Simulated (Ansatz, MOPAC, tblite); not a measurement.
## CH6Ge (methyl germane): the highest harmonic wavenumber at each level's own minimum, rung by rung

CH6Ge, singlet, SMILES `[CH3][GeH3]`. Each level relaxes the structure for itself.

Each level gives the highest harmonic wavenumber at each level's own minimum (cm⁻¹). The values are calculated.

```json
{"level": "PM3", "kind": "semi-empirical", "program": "MOPAC", "value (cm⁻¹)": "3254"}
{"level": "PM6-D3", "kind": "semi-empirical", "program": "MOPAC", "value (cm⁻¹)": "2782"}
{"level": "PM6-DH2", "kind": "semi-empirical", "program": "MOPAC", "value (cm⁻¹)": "2784"}
{"level": "GFN2-xTB", "kind": "semi-empirical", "program": "tblite", "value (cm⁻¹)": "3014"}
{"level": "HF/STO-3G", "kind": "Hartree–Fock", "program": "Ansatz", "value (cm⁻¹)": "3752"}
{"level": "HF/3-21G", "kind": "Hartree–Fock", "program": "Ansatz", "value (cm⁻¹)": "3268"}
{"level": "HF/6-31G* (Cartesian functions)", "kind": "Hartree–Fock", "program": "Ansatz", "value (cm⁻¹)": "3290"}
{"level": "PBE/def2-SVP", "kind": "GGA", "program": "Ansatz", "value (cm⁻¹)": "3097"}
{"level": "r2SCAN/def2-TZVP", "kind": "meta-GGA", "program": "Ansatz", "value (cm⁻¹)": "3140"}
{"level": "PBE0-D4/def2-TZVP", "kind": "global hybrid", "program": "Ansatz", "value (cm⁻¹)": "3159"}
```

All-electron rows without a relativistic Hamiltonian named are non-relativistic. Harmonic and unscaled. The values span 2782 to 3752 cm⁻¹. Without the sets that lack polarisation functions the rows with a basis span only 3097 to 3290 cm⁻¹.
